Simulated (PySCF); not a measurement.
**Two-component Hartree-Fock for Sb³⁺ (antimony, charge +3)**

Start: [Kr] 4d10 5s2. Calculated with PySCF 2.14 in x2c-TZVPall-2c (8s9p5d2f, 74 functions): generalised Hartree-Fock with the X2C-1e Hamiltonian and a Gaussian nucleus; one run each with spin-orbit coupling (SO) switched off, then screened by Boettger's factors. This is a chosen level, not necessarily the ground level.

```
spinor shell  electrons  ε, spin-free (eV)  ε, screened SO (eV)  weight of nominal j (screened SO)  rms radius, screened SO (bohr)
       1s1/2          2           -30674.2             -30671.1                              1.000                          0.0325
       2s1/2          2            -4788.1              -4787.2                              1.000                           0.133
       2p1/2          2            -4294.4              -4469.3                              1.000                           0.115
       2p3/2          4            -4294.4              -4215.0                              1.000                           0.120
       3s1/2          2            -1003.3              -1003.1                              1.000                           0.352
       3p1/2          2            -838.38              -871.65                              1.000                           0.345
       3p3/2          4            -838.38              -823.20                              1.000                           0.356
       3d3/2          4            -587.51              -593.31                              1.000                           0.329
       3d5/2          6            -587.51              -583.46                              1.000                           0.332
       4s1/2          2            -205.79              -205.75                              1.000                           0.842
       4p1/2          2            -152.77              -158.98                              1.000                           0.893
       4p3/2          4            -152.77              -149.95                              1.000                           0.922
       4d3/2          4            -73.394              -74.196                              1.000                            1.09
       4d5/2          6            -73.394              -72.845                              1.000                            1.10
       5s1/2          2            -41.894              -41.896                              1.000                            2.19
```

| quantity | spin-free | screened SO |
| --- | --- | --- |
| E (hartree) | -6475.37212 | -6477.03253 |
| M_J | 0 | 0 |
| ⟨J²⟩ | 0.000 | 0.000 |
| ⟨L²⟩ | 0.000 | 0.019 |
| ⟨S²⟩ | 0.000 | 0.019 |

Breit and QED terms are absent; they matter most for the inner s and p1/2 levels.

Densities and radii are taken from the X2C orbitals without a picture-change correction, which distorts them close to the nucleus.

Without spin-orbit coupling the j labels of p, d and f shells carry no meaning; the spin-free column gives the mean over the occupied spinors of each nl shell.
